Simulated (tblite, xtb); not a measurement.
Br$_{2}$Ga (SMILES [Br][Ga+][Br]), charge +1, singlet, geometry from GFN2-xTB (such geometries of metal compounds can be far from the true shape). Base run: GFN1-xTB (xtb).

Geometry (Å):
```xyz
3

Ga     0.0000     0.0000     0.0000
Br     0.0000     0.0000     2.2926
Br     0.0000     0.0000    -2.2926
```
Charge +1, spin multiplicity 1.
All else is at xtb's defaults.
Base energy -8.70496 Eh.

Programs used: tblite, xtb; a row that names a program was run with it.

The base run was repeated with changes; each row names its change, and settings that it needs were set with it.

```
change                                                         ΔE vs base (kcal/mol)  HOMO-LUMO gap (eV)  G_solv (kcal/mol)  SCF cycles
-------------------------------------------------------------  ---------------------  ------------------  -----------------  ----------
base                                                                           0.000                3.88                  -           9
alpb = acetone                                                                   [?]                3.89                [?]           9
alpb = toluene                                                                -35.66                3.89             -35.68           9
alpb = cs2                                                                       [?]                3.89                [?]           9
acc = 0.0001                                                                   0.000                3.88                  -          11
acc = 0.1                                                                      0.000                3.88                  -          10
etemp = 3000                                                                  -0.027                3.88                  -           9
acc = 1000                                                                     0.001                3.89                  -           6
gbsa = toluene                                                                   [?]                 [?]                [?]           9
acc = 30                                                                       0.000                3.88                  -           8
program = tblite; method = gfn1; option = --spin-polarized                     0.003                   -                  -           -
program = tblite; method = gfn1; option = (--efield, 0,0,0.1)                 -0.174                   -                  -           -
```

### Question
Fill in the missing entries.

### Answer

- alpb = acetone, ΔE vs base (kcal/mol): -45.54
- alpb = acetone, G_solv (kcal/mol): -45.57
- alpb = cs2, ΔE vs base (kcal/mol): -39.01
- alpb = cs2, G_solv (kcal/mol): -39.04
- gbsa = toluene, ΔE vs base (kcal/mol): -47.54
- gbsa = toluene, HOMO-LUMO gap (eV): 3.90
- gbsa = toluene, G_solv (kcal/mol): -47.67

ALPB and GBSA are two models with their own fitted parameters for each solvent, which aren't always the measured dielectric constant.
